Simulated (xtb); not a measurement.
C5H10O2, SMILES CC(C)(C)C(=O)O. All values are semi-empirical tight-binding results from xtb (GFN2-xTB unless named), good for trends rather than for accurate numbers. The structure is a stationary point at GFN2-xTB. One conformer was computed; it need not be the lowest.

Optimised geometry:

```xyz
17

C     -0.8105    -0.9476     1.2561
C     -0.0161    -0.5726     0.0000
C      1.3423    -1.2713     0.0000
C     -0.8105    -0.9476    -1.2561
C      0.1952     0.9336     0.0000
O     -0.9616     1.6125     0.0000
O      1.2581     1.4938     0.0000
H     -1.7724    -0.4417     1.2627
H     -0.9791    -2.0217     1.2765
H     -0.2617    -0.6666     2.1525
H      1.2079    -2.3499     0.0000
H      1.9144    -0.9867     0.8792
H      1.9144    -0.9867    -0.8792
H     -1.7724    -0.4417    -1.2627
H     -0.2617    -0.6666    -2.1525
H     -0.9791    -2.0217    -1.2765
H     -0.7851     2.5661     0.0000
```
Charge 0, spin multiplicity 1.

Computed properties:
| Quantity | Value |
|---|---|
| point group as xtb finds it | Cs |
| orbital gap | 4.85 eV |
| dipole moment | 2.01 D |
| zero-point energy | 90.2 kcal/mol |
| G − E(el) at 298.15 K (modified RRHO) | 69.9 kcal/mol |
| static polarisability (D4 model) | 69.5 bohr³ |
| solvation energy, GFN2-xTB/ALPB(water) | -7.2 kcal/mol |
| solvation energy, GFN2-xTB/ALPB(dmso) | -10.9 kcal/mol |

**Question.** Give the IR lines (harmonic; lines under 4 % of the strongest left out, lines within 3 cm⁻¹ merged). (Estimate from the structure and the level; the computed values follow.)

**Answer.** ν (cm⁻¹): 568 (w), 603 (m), 734 (m), 746 (w), 1124 (s), 1195 (w), 1282 (w), 1790 (vs), 3034 (w), 3044 (m), 3050 (w), 3053 (w), 3450 (w) (against the strongest line: vs over 80 %, s over 45 %, m over 15 %, w over 4 %, vw less)

**Question.** Give the atomic charges and the Wiberg bond orders between heavy atoms. (The exact figures need the calculation; the answer reports its results.)

**Answer.** charges (e) C1 -0.11, C2 0.01, C3 -0.11, C4 -0.11, C5 0.36, O6 -0.38, O7 -0.41, H8 0.05, H9 0.05, H10 0.04, H11 0.04, H12 0.05, H13 0.05, H14 0.05, H15 0.04, H16 0.05, H17 0.33. Bond orders C1–C2 0.98, C2–C3 1.00, C2–C4 0.98, C2–C5 0.95, C5–O6 1.13, C5–O7 1.77.
